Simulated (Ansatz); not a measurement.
Abridged output of a molecular run in Ansatz:

```
Functional definition: HF
1221 factors; integrals over basis functions are off by at most 1.2e-3 eV
mean field evaluation 1: about -10852.9977 eV, gradient 5.2e1 eV
mean field evaluation 2: about -10853.1055 eV, gradient 5.2e1 eV
mean field evaluation 4: about -10858.3010 eV, gradient 3.6e0 eV
mean field evaluation 8: about -10858.3656 eV, gradient 2.8e-1 eV
mean field -10858.36591843 eV, -399.0375874375 hartree, gradient 8.1e-6 eV, S^2 0.000000; 0 other end points of the search recorded, 0 dependent functions left out
8 core orbitals not correlated: weight in the atoms' cores, before any rotation towards them, 1.000 or more for the frozen orbitals, at most 0.000 for the correlated occupied ones
reference -10858.36591843 eV, -399.0375874375 hartree; 11, 11 occupied and 186, 186 virtual orbitals, 1221 factors
second order -17.10041117 eV of doubles, -0.00000000 eV of singles
cycle   1  -17.40459161 eV  change   -3.0e-1 eV  update   9.1e-2
cycle   2  -17.82988423 eV  change   -4.3e-1 eV  update   2.7e-2
cycle   3  -17.93735254 eV  change   -1.1e-1 eV  update   1.5e-2
cycle   4  -17.92454053 eV  change    1.3e-2 eV  update   4.1e-3
cycle   5  -17.92444552 eV  change    9.5e-5 eV  update   2.0e-3
cycle   6  -17.92491053 eV  change   -4.7e-4 eV  update   5.2e-4
cycle   7  -17.92458040 eV  change    3.3e-4 eV  update   1.7e-4
cycle   8  -17.92455130 eV  change    2.9e-5 eV  update   5.2e-5
cycle   9  -17.92456259 eV  change   -1.1e-5 eV  update   1.6e-5
perturbative correction -0.62059599 eV, -0.0228064820 hartree
Total energy: -10876.91107701 eV, -399.7191094450 hartree
```

Its atoms:

Cartesian coordinates in Å:
```
B -2.061 -0.147 0.666
O -0.786 -0.332 0.330
Al 0.826 -0.586 -0.095
N 1.739 0.775 -0.733
H -2.340 0.190 1.789
H -2.926 -0.316 -0.157
H 1.463 -2.010 0.086
H 1.382 1.706 -0.871
H 2.704 0.723 -1.014
```

Task: Which basis set was used?
A. def2-TZVPP
B. def2-SVPD
C. def2-TZVPPD
D. def2-QZVPP

Result: A. It gives 205 functions.

Task: Write the keys of the input that set method, charge and spin (a neutral closed shell needs none for the last two).

Result: 
```yaml
correlation: {method: ccsd_t}
```
